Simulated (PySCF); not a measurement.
Computed shifts of a molecule C2H7AlOS, PBE/pcSseg-1 (PySCF), GIAO, gas phase, equivalent atoms averaged, in ppm (number of nuclei): ¹³C: 14.8 (1), -11.0 (1). ¹H: 2.66 (3), 2.65 (1), 0.02 (3). References: ¹³C against TMS (σ = 182.0 ppm); ¹H against TMS (σ = 31.49 ppm); ¹⁷O against H2O (σ = 334.3 ppm); ³³S against H2S (σ = 706.5 ppm), references at their B3LYP-D3(BJ)/def2-TZVP geometries, non-relativistic. Geometry: TPSSh-D3(BJ)/def2-SVP. The values are those of a single conformer.

Task: Pick the molecule that these values belong to.
A. C[O][AlH][S]C
B. C[S][Al]([CH3])[OH]
C. C[O][Al]([CH3])[SH]

Result: B, C[S][Al]([CH3])[OH]
